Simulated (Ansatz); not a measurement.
Stretching the Ga1–H2 bond in FGaH2 (SMILES [F][GaH2]) (multiplicity 1 held, fragments rigid). Energies count from the point at 1.556 Å.
Geometry at that point (charge 0, multiplicity 1):
```xyz
4

Ga    -0.15315    -0.29827     0.09911
H      0.62377    -1.05783     1.21321
H     -1.47627    -0.60251    -0.66152
F      0.62223     1.21187    -0.40268
```

R- and RO- levels are restricted; in cc, def2 and unpolarised 6-31G sets they are followed outwards from rest. Active spaces are followed from a long bond inwards. Levels need not reach the same state.

Correlated levels freeze the cores. Filled d and f shells under p-block atoms count as core.

Codes used: Ansatz (a program for electronic structure). Values without a source in brackets are computed.

Energies in kcal/mol.

```
R (Å)  R-MP2/cc-pVDZ  CASSCF(2,2)/cc-pVDZ  FIC-MRCISD on CASSCF(2,2)/cc-pVDZ  FIC-MRCISD+Q on CASSCF(2,2)/cc-pVDZ
-----  -------------  -------------------  ---------------------------------  -----------------------------------
1.245           29.1                 30.5                               29.4                                 29.4
1.401            6.0                  6.8                                6.2                                  6.2
1.556            0.0                  0.0                                0.0                                  0.0
1.712            3.1                  2.0                                2.7                                  2.8
1.867           11.0                  8.6                               10.0                                 10.1
2.101           26.7                 21.8                               24.2                                 24.4
2.334           43.4                 35.3                               38.7                                 39.0
2.723           68.4                 53.6                               58.2                                 58.6
3.112           87.9                 64.9                               70.2                                 70.6
3.579          103.5                 71.2                               76.8                                 77.2
4.202          112.5                 73.7                               79.5                                 79.9
4.980          109.2                 74.3                               80.1                                 80.5
```

Doubts at one or more of the structures used: a restricted determinant that unrestricted orbitals would lower (R-MP2/cc-pVDZ).
